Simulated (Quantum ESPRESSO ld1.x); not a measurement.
Problem. The table gives one normalised radial function P(r) = r R(r) (large component) of Pt50+ in [Ar] 3d10 (r in bohr). All-electron calculation, Dirac Kohn-Sham, PBEsol, spin-unpolarised, spherical densities, point nucleus. Program: ld1.x of Quantum ESPRESSO 7.5.

| r | P |
|---|---|
| 0.001479 | 0.1265 |
| 0.001654 | 0.1428 |
| 0.001865 | 0.1630 |
| 0.002102 | 0.1864 |
| 0.00237 | 0.2137 |
| 0.002673 | 0.2456 |
| 0.003013 | 0.2827 |
| 0.00337 | 0.3229 |
| 0.0038 | 0.3730 |
| 0.004285 | 0.4315 |
| 0.004831 | 0.4997 |
| 0.005447 | 0.5790 |
| 0.006092 | 0.6645 |
| 0.006869 | 0.7701 |
| 0.007745 | 0.8917 |
| 0.008732 | 1.0311 |
| 0.009846 | 1.1898 |
| 0.01101 | 1.3563 |
| 0.01242 | 1.5552 |
| 0.014 | 1.7750 |
| 0.01578 | 2.0144 |
| 0.0178 | 2.2708 |
| 0.01991 | 2.5211 |
| 0.02244 | 2.7948 |
| 0.02531 | 3.0649 |
| 0.02853 | 3.3195 |
| 0.03217 | 3.5444 |
| 0.03627 | 3.7233 |
| 0.04057 | 3.8340 |
| 0.04574 | 3.8770 |
| 0.05158 | 3.8290 |
| 0.05815 | 3.6822 |
| 0.06557 | 3.4363 |
| 0.07334 | 3.1252 |
| 0.08269 | 2.7218 |
| 0.09323 | 2.2723 |
| 0.1051 | 1.8092 |
| 0.1185 | 1.3659 |
| 0.1326 | 0.9958 |
| 0.1495 | 0.6657 |
| 0.1685 | 0.4131 |
| 0.19 | 0.2358 |
| 0.2142 | 0.1226 |
| 0.2396 | 0.0606 |
| 0.2702 | 0.0254 |
| 0.3046 | 0.0093 |
| 0.3435 | 0.0030 |
| 0.3872 | 0.0008 |
| 0.4366 | 0.0002 |
| 0.4884 | 0.0000 |
| 0.5506 | 0.0000 |
| 0.6208 | 0.0000 |
| 0.7 | 0.0000 |
| 0.7892 | 0.0000 |
| 0.8828 | 0.0000 |
| 0.9953 | 0.0000 |
| 1.122 | 0.0000 |

Which n and l does it have? It may be an empty orbital.

Solution. n = 2, l = 1: the number of nodes gives n - l - 1 = 0, the rise at small r points to l (for j = l - 1/2 the large component starts as r^gamma with gamma = sqrt(l^2 - (Z/c)^2) = 0.82 and the r^(l+1) term takes over further out; the orbital of l - 1 with the same j starts with the same power, but with a larger coefficient, and does not steepen), and the extent must fit the shell. The curve is that of 2p1/2; the two j differ most near the nucleus, where j = l - 1/2 has the larger amplitude, and in heavy atoms j = l - 1/2 is also the more compact. 2p1/2: eigenvalue -15868.3 eV, 0 radial nodes, <r> = 0.0589 bohr, 90 % of the charge inside 0.0981 bohr.
